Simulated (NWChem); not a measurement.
Everything below was run with NWChem. System: silene (CH4Si), charge 0, spin multiplicity 1, at a geometry optimised with PBE0/def2-SVP. Level: TD-B3LYP/def2-SVPD, VWN1-RPA local correlation.

The NWChem input:

```
start mol
memory heap 200 mb stack 900 mb global 1100 mb
geometry units angstroms nocenter noautoz
  C      0.000000     0.000000     1.156933
  Si     0.000000     0.000000    -0.550682
  H      0.926618     0.000000     1.737870
  H     -0.926618     0.000000     1.737870
  H     -1.249623     0.000000    -1.353895
  H      1.249623     0.000000    -1.353895
  symmetry group C2v
end
basis spherical
  * library def2-svpd
end
dft
  xc b3lyp
  semidirect memsize 60000000 filesize 0
  iterations 100
end
tddft
  rpa
  nroots 6
  notriplet
  thresh 1e-4
end
task tddft energy
```

NWChem printed:

```
             Northwest Computational Chemistry Package (NWChem) 7.3.0
             --------------------------------------------------------

                                NWChem Input Module
                                -------------------

 Scaling coordinates for geometry "geometry" by  1.889725989
 (inverse scale =  0.529177249)

 Turning off AUTOSYM since
 SYMMETRY directive was detected!

                             Geometry "geometry" -> ""
                             -------------------------

 Output coordinates in angstroms (scale by  1.889725989 to convert to a.u.)

  No.       Tag          Charge          X              Y              Z
 ---- ---------------- ---------- -------------- -------------- --------------
    1 C                    6.0000     0.00000000     0.00000000     1.15693300
    2 Si                  14.0000     0.00000000     0.00000000    -0.55068200
    3 H                    1.0000     0.92661800     0.00000000     1.73787000
    4 H                    1.0000    -0.92661800     0.00000000     1.73787000
    5 H                    1.0000    -1.24962300     0.00000000    -1.35389500
    6 H                    1.0000     1.24962300     0.00000000    -1.35389500

 Effective nuclear repulsion energy (a.u.)      51.1946191255

            Nuclear Dipole moment (a.u.)
            ----------------------------
        X                 Y               Z
 ---------------- ---------------- ----------------
     0.0000000000     0.0000000000    -0.0000000000

      Symmetry information
      --------------------

 Group name             C2v
 Group number             16
 Group order               4
 No. of unique centers     4

      Symmetry unique atoms

     1    2    3    5


 Summary of "ao basis" -> "" (spherical)
 ------------------------------------------------------------------------------
       Tag                 Description            Shells   Functions and Types
 ---------------- ------------------------------  ------  ---------------------
 *                         def2-svpd                  on all atoms

                                 NWChem DFT Module
                                 -----------------

 Summary of "ao basis" -> "ao basis" (spherical)
 ------------------------------------------------------------------------------
       Tag                 Description            Shells   Functions and Types
 ---------------- ------------------------------  ------  ---------------------
 C                         def2-svpd                 8       20   4s2p2d
 Si                        def2-svpd                10       24   5s3p2d
 H                         def2-svpd                 4        8   2s2p

 Summary of "ao basis" -> "ao basis" (spherical)
 ------------------------------------------------------------------------------
       Tag                 Description            Shells   Functions and Types
 ---------------- ------------------------------  ------  ---------------------
 C                         def2-svpd                 8       20   4s2p2d
 Si                        def2-svpd                10       24   5s3p2d
 H                         def2-svpd                 4        8   2s2p

      Symmetry analysis of basis
      --------------------------

        a1         34
        a2          8
        b1         21
        b2         13

            General Information
            -------------------
          SCF calculation type: DFT
          Wavefunction type:  closed shell.
          No. of atoms     :     6
          No. of electrons :    24
           Alpha electrons :    12
            Beta electrons :    12
          Charge           :     0
          Spin multiplicity:     1
          Use of symmetry is: off; symmetry adaption is: on
          Maximum number of iterations: 100
          AO basis - number of functions:    76
                     number of shells:    34
          Convergence on energy requested:  1.00D-06
          Convergence on density requested:  1.00D-05
          Convergence on gradient requested:  5.00D-04

              XC Information
              --------------
                         B3LYP Method XC Potential
                     Hartree-Fock (Exact) Exchange  0.200
                        Slater Exchange Functional  0.800 local
                    Becke 1988 Exchange Functional  0.720 non-local
              Lee-Yang-Parr Correlation Functional  0.810
                  VWN I RPA Correlation Functional  0.190 local

             Grid Information
             ----------------
          Grid used for XC integration:  medium
          Radial quadrature: Mura-Knowles
          Angular quadrature: Lebedev.
          Tag              B.-S. Rad. Rad. Pts. Rad. Cut. Ang. Pts.
          ---              ---------- --------- --------- ---------
          C                   0.70       49           9.0       434
          Si                  1.10       88           9.0       590
          H                   0.35       45          11.0       434
          Grid pruning is: on
          Number of quadrature shells:   317
          Spatial weights used:  Erf1

          Convergence Information
          -----------------------
          Convergence aids based upon iterative change in
          total energy or number of iterations.
          Levelshifting, if invoked, occurs when the
          HOMO/LUMO gap drops below (HL_TOL):  1.00D-02
          DIIS, if invoked, will attempt to extrapolate
          using up to (NFOCK): 10 stored Fock matrices.

                    Damping( 0%)  Levelshifting(0.5)       DIIS
                  --------------- ------------------- ---------------
[...]
                  B3LYP Method XC Potential
              Hartree-Fock (Exact) Exchange   0.20
                 Slater Exchange Functional   0.80 local
             Becke 1988 Exchange Functional   0.72 non-local
       Lee-Yang-Parr Correlation Functional   0.81
           VWN I RPA Correlation Functional   0.19 local

             TDDFT Information
             -----------------
          Calculation type : TDDFT
         Wavefunction type : Restricted singlets
          No. of electrons :      24
           Alpha electrons :      12
            Beta electrons :      12
              No. of roots :       6
          Max subspacesize :    5200
            Max iterations :     100
               Target root :       1
           Target symmetry : none
      Symmetry restriction : off
                 Algorithm : Optimal
        Davidson threshold :  0.10D-03

            Memory Information
            ------------------
          Available GA space size is         144173424 doubles
          Available MA space size is          50655956 doubles
          Length of a trial vector is          768
          Algorithm : Incore multiple tensor contraction
          Estimated peak GA usage is          16283968 doubles
          Estimated peak MA usage is             25800 doubles

    6 smallest eigenvalue differences (eV)
--------------------------------------------------------
  No. Spin  Occ  Vir  Irrep   E(Occ)    E(Vir)   E(Diff)
--------------------------------------------------------
    1    1   12   13 a1       -0.235    -0.052     4.985
    2    1   12   14 b2       -0.235     0.017     6.843
    3    1   12   15 b2       -0.235     0.019     6.913
    4    1   12   16 b2       -0.235     0.041     7.500
    5    1   12   17 a2       -0.235     0.067     8.219
    6    1   11   13 a2       -0.358    -0.052     8.338
--------------------------------------------------------

  Entering Davidson iterations
  Restricted singlet excited states

  Iter   NTrls   NConv    DeltaV     DeltaE      Time
  ----  ------  ------  ---------  ---------  ---------
    1      6       0     0.31E+00   0.10+100        6.5
    2     18       0     0.58E-01   0.25E-01       14.5
    3     30       0     0.15E-01   0.16E-02       14.1
    4     42       0     0.21E-01   0.45E-02       10.6
    5     54       2     0.21E-02   0.25E-03       10.6
    6     62       4     0.37E-03   0.27E-05        9.7
    7     66       6     0.97E-04   0.49E-07        7.4
  ----  ------  ------  ---------  ---------  ---------
  Convergence criterion met

  Ground state a1       -329.844985930406 a.u.

  ----------------------------------------------------------------------------
  Root   1 singlet a1             0.187708654 a.u.                5.1078 eV
  ----------------------------------------------------------------------------
     Transition Moments    X -0.00000   Y  0.00000   Z -1.38152
     Transition Moments   XX  0.18167  XY -0.00000  XZ -0.00000
     Transition Moments   YY  0.96539  YZ  0.00000  ZZ -1.49115
     Dipole Oscillator Strength                    0.2388408589
     Electric Quadrupole                           0.0000000555
     Magnetic Dipole                               0.0000000000
     Total Oscillator Strength                     0.2388409144

          sigma_e =   1.9916 Angstrom
          sigma_h =   1.4680 Angstrom
         |d_h->e| =   0.8936 Angstrom
            d_exc =   2.6188 Angstrom
            d_CD1 =   1.4172 Angstrom
            d_CD2 =  -0.8362 Angstrom
            d_CD3 =   3.5125 Angstrom
     Pearson C.C. =   0.0106

     Occ.   10  a1  ---  Virt.   14  a1  -0.09301 X
     Occ.   10  a1  ---  Virt.   15  a1   0.07768 X
     Occ.   10  a1  ---  Virt.   18  a1   0.07702 X
     Occ.   10  a1  ---  Virt.   25  a1  -0.06432 X
     Occ.   11  b1  ---  Virt.   17  b1  -0.05192 X
     Occ.   12  b2  ---  Virt.   13  b2  -0.99035 X
     Occ.   12  b2  ---  Virt.   13  b2   0.14911 Y
     Occ.   12  b2  ---  Virt.   23  b2   0.07352 X
  ----------------------------------------------------------------------------
  Root   2 singlet b2             0.214241666 a.u.                5.8298 eV
  ----------------------------------------------------------------------------
     Transition Moments    X -0.00000   Y -0.61079   Z  0.00000
     Transition Moments   XX  0.00000  XY  0.00000  XZ  0.00000
     Transition Moments   YY -0.00000  YZ -0.76891  ZZ -0.00000
     Dipole Oscillator Strength                    0.0532847190
     Electric Quadrupole                           0.0000000310
     Magnetic Dipole                               0.0000000021
     Total Oscillator Strength                     0.0532847521

          sigma_e =   2.7772 Angstrom
          sigma_h =   1.4664 Angstrom
         |d_h->e| =   0.4486 Angstrom
            d_exc =   3.1722 Angstrom
            d_CD1 =   1.7594 Angstrom
            d_CD2 =  -1.6733 Angstrom
            d_CD3 =   3.6208 Angstrom
     Pearson C.C. =   0.0002

     Occ.   12  b2  ---  Virt.   14  a1   0.78240 X
     Occ.   12  b2  ---  Virt.   15  a1   0.59841 X
     Occ.   12  b2  ---  Virt.   16  a1  -0.16955 X
  ----------------------------------------------------------------------------
  Root   3 singlet b2             0.221624004 a.u.                6.0307 eV
  ----------------------------------------------------------------------------
     Transition Moments    X  0.00000   Y  0.60530   Z  0.00000
     Transition Moments   XX  0.00000  XY -0.00000  XZ -0.00000
     Transition Moments   YY -0.00000  YZ  0.87983  ZZ  0.00000
     Dipole Oscillator Strength                    0.0541344434
     Electric Quadrupole                           0.0000000449
     Magnetic Dipole                               0.0000001040
     Total Oscillator Strength                     0.0541345923

          sigma_e =   2.5752 Angstrom
          sigma_h =   1.4851 Angstrom
         |d_h->e| =   1.1203 Angstrom
            d_exc =   3.1773 Angstrom
            d_CD1 =   2.2104 Angstrom
            d_CD2 =  -0.9099 Angstrom
            d_CD3 =   4.2976 Angstrom
     Pearson C.C. =  -0.0004

     Occ.    8  a1  ---  Virt.   13  b2   0.06298 X
     Occ.   10  a1  ---  Virt.   13  b2   0.08569 X
     Occ.   12  b2  ---  Virt.   14  a1  -0.59035 X
     Occ.   12  b2  ---  Virt.   15  a1   0.79399 X
     Occ.   12  b2  ---  Virt.   16  a1   0.08210 X
  ----------------------------------------------------------------------------
  Root   4 singlet b2             0.242830845 a.u.                6.6078 eV
  ----------------------------------------------------------------------------
     Transition Moments    X -0.00000   Y -0.82411   Z  0.00000
     Transition Moments   XX -0.00000  XY  0.00000  XZ  0.00000
     Transition Moments   YY -0.00000  YZ  0.54405  ZZ  0.00000
     Dipole Oscillator Strength                    0.1099464463
     Electric Quadrupole                           0.0000000226
     Magnetic Dipole                               0.0000003965
     Total Oscillator Strength                     0.1099468654

          sigma_e =   2.5680 Angstrom
          sigma_h =   1.4770 Angstrom
         |d_h->e| =   2.1061 Angstrom
            d_exc =   3.6382 Angstrom
            d_CD1 =   3.1971 Angstrom
            d_CD2 =   0.0836 Angstrom
            d_CD3 =   5.7443 Angstrom
     Pearson C.C. =  -0.0032

     Occ.   10  a1  ---  Virt.   13  b2  -0.13582 X
     Occ.   12  b2  ---  Virt.   14  a1   0.17439 X
     Occ.   12  b2  ---  Virt.   16  a1   0.96984 X
     Occ.   12  b2  ---  Virt.   18  a1   0.05921 X
  ----------------------------------------------------------------------------
  Root   5 singlet a2             0.252092758 a.u.                6.8598 eV
  ----------------------------------------------------------------------------
     Transition Moments    X  0.00000   Y  0.00000   Z -0.00000
     Transition Moments   XX -0.00000  XY -0.16844  XZ -0.00000
     Transition Moments   YY  0.00000  YZ  0.00000  ZZ -0.00000
     Dipole Oscillator Strength                    0.0000000000
     Electric Quadrupole                           0.0000000024
     Magnetic Dipole                               0.0000021322
     Total Oscillator Strength                     0.0000021346

          sigma_e =   2.1601 Angstrom
          sigma_h =   1.5949 Angstrom
         |d_h->e| =   0.4148 Angstrom
            d_exc =   2.6995 Angstrom
            d_CD1 =   0.9800 Angstrom
            d_CD2 =  -1.4627 Angstrom
            d_CD3 =   3.1143 Angstrom
     Pearson C.C. =   0.0137

     Occ.   11  b1  ---  Virt.   13  b2  -0.43144 X
     Occ.   12  b2  ---  Virt.   17  b1   0.89856 X
     Occ.   12  b2  ---  Virt.   21  b1  -0.06363 X
  ----------------------------------------------------------------------------
  Root   6 singlet b2             0.258139743 a.u.                7.0243 eV
  ----------------------------------------------------------------------------
     Transition Moments    X -0.00001   Y -0.28003   Z -0.00000
     Transition Moments   XX  0.00000  XY  0.00000  XZ  0.00000
     Transition Moments   YY  0.00000  YZ  1.38267  ZZ -0.00000
     Dipole Oscillator Strength                    0.0134953258
     Electric Quadrupole                           0.0000001751
     Magnetic Dipole                               0.0000061809
     Total Oscillator Strength                     0.0135016817

          sigma_e =   1.8682 Angstrom
          sigma_h =   1.5154 Angstrom
         |d_h->e| =   0.6009 Angstrom
            d_exc =   2.4838 Angstrom
            d_CD1 =   0.9537 Angstrom
            d_CD2 =  -1.0909 Angstrom
            d_CD3 =   3.0847 Angstrom
     Pearson C.C. =  -0.0038

     Occ.    8  a1  ---  Virt.   13  b2  -0.05684 X
     Occ.   10  a1  ---  Virt.   13  b2   0.98180 X
     Occ.   10  a1  ---  Virt.   23  b2   0.05258 X
     Occ.   12  b2  ---  Virt.   14  a1   0.06351 X
     Occ.   12  b2  ---  Virt.   15  a1  -0.06356 X
     Occ.   12  b2  ---  Virt.   16  a1   0.12212 X
     Occ.   12  b2  ---  Virt.   18  a1   0.06940 X

              Target root =      1
          Target symmetry = none
      Ground state energy =   -329.844985930406
        Excitation energy =      0.187708653809
     Excited state energy =   -329.657277276597

  stored tddft:energy   -329.65727727659731

 Task  times  cpu:       79.0s     wall:       79.0s

 Total times  cpu:       79.1s     wall:       79.1s
```
